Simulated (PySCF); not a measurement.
**Spinor energies of Rh²⁸⁺ (rhodium, charge +28)**

Start: [Ne] 3s2 3p5; 3p1/2 filled at m_j = -1/2, +1/2; 3p3/2 filled at m_j = -1/2, +1/2, +3/2. Calculated with PySCF 2.14 in an even-tempered Gaussian basis (19 s from 4.3 bohr⁻², ratio 2.4; 14 p from 5.6 bohr⁻², ratio 2.4; 5 d from 23 bohr⁻², ratio 2.6; 4 f from 35 bohr⁻², ratio 2.6): generalised Hartree-Fock with the X2C-1e Hamiltonian and a Gaussian nucleus; one run each with spin-orbit coupling (SO) switched off, then screened by Boettger's factors.

| spinor shell | electrons | ε, spin-free (eV) | ε, screened SO (eV) | weight of nominal j (screened SO) | rms radius, screened SO (bohr) |
| --- | --- | --- | --- | --- | --- |
| 1s1/2 | 2 | -24703.7 | -24701.6 | 1.000 | 0.0374 |
| 2s1/2 | 2 | -4788.7 | -4787.8 | 1.000 | 0.152 |
| 2p1/2 | 2 | -4429.1 | -4531.7 | 1.000 | 0.131 |
| 2p3/2 | 4 | -4429.1 | -4380.8 | 1.000 | 0.136 |
| 3s1/2 | 2 | -1742.9 | -1742.6 | 1.000 | 0.374 |
| 3p1/2 | 2 | -1622.8 | -1645.3 | 0.992 | 0.363 |
| 3p3/2 | 3 | -1622.8 | -1612.0 | 0.995 | 0.371 |

```json
{"quantity": "E (hartree)", "spin-free": "-4235.02480", "screened SO": "-4236.16434"}
{"quantity": "M_J", "spin-free": "3/2", "screened SO": "3/2"}
{"quantity": "⟨J²⟩", "spin-free": "3.751", "screened SO": "3.751"}
{"quantity": "⟨L²⟩", "spin-free": "2.001", "screened SO": "2.006"}
{"quantity": "⟨S²⟩", "spin-free": "0.750", "screened SO": "0.756"}
```

Each row is a mean over spinors that exchange with the open shell spreads, by up to 15.339 eV (3s1/2).

Breit and QED terms are absent; they matter most for the inner s and p1/2 levels.

Densities and radii are taken from the X2C orbitals without a picture-change correction, which distorts them close to the nucleus.

Without spin-orbit coupling the j labels of p, d and f shells carry no meaning; the spin-free column gives the mean over the occupied spinors of each nl shell.
